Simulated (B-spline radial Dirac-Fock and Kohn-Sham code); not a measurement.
**Core-level shifts of antimony with charge state**

Level of theory: Dirac-Fock ΔSCF + Breit + QED; a radial atomic solver. Each ion is free and in its tabulated ground configuration. Correlation energy is missing from these numbers.

Reference: Sb⁷⁺, [Kr] 4d8, with 2p1/2 4503.6 eV, 3s 1067.2 eV, 3p1/2 935.1 eV, 4s 274.3 eV, 4p3/2 217.7 eV. Shifts from it, in eV (a dash: the subshell is empty, belongs to an open shell averaged over j, or its hole state is left out as unreliable):

```
  ion      configuration   2p1/2      3s   3p1/2      4s   4p3/2
 Sb⁸⁺           [Kr] 4d7   +28.2   +27.1   +27.2   +23.7   +22.8
 Sb⁹⁺           [Kr] 4d6   +57.7   +55.4   +55.5   +48.1   +46.3
Sb¹⁰⁺           [Kr] 4d5   +88.6   +84.9   +85.0   +73.2   +70.5
Sb¹¹⁺           [Kr] 4d4  +120.8  +115.4  +115.6   +99.1   +95.4
Sb¹²⁺           [Kr] 4d3  +154.3  +147.0  +147.2  +125.6  +121.0
Sb¹³⁺           [Kr] 4d2  +189.0  +179.7  +179.9  +152.9  +147.2
Sb¹⁴⁺           [Kr] 4d1  +225.0  +213.4  +213.7  +180.7  +174.0
Sb¹⁵⁺  [Ar] 3d10 4s2 4p6  +262.3  +248.1  +248.5  +209.2  +201.5
Sb¹⁶⁺  [Ar] 3d10 4s2 4p5  +302.1  +284.7  +285.1  +237.0       –
```

Values without a named source are computed, but for edge energies of neutral atoms, which are taken from tables.
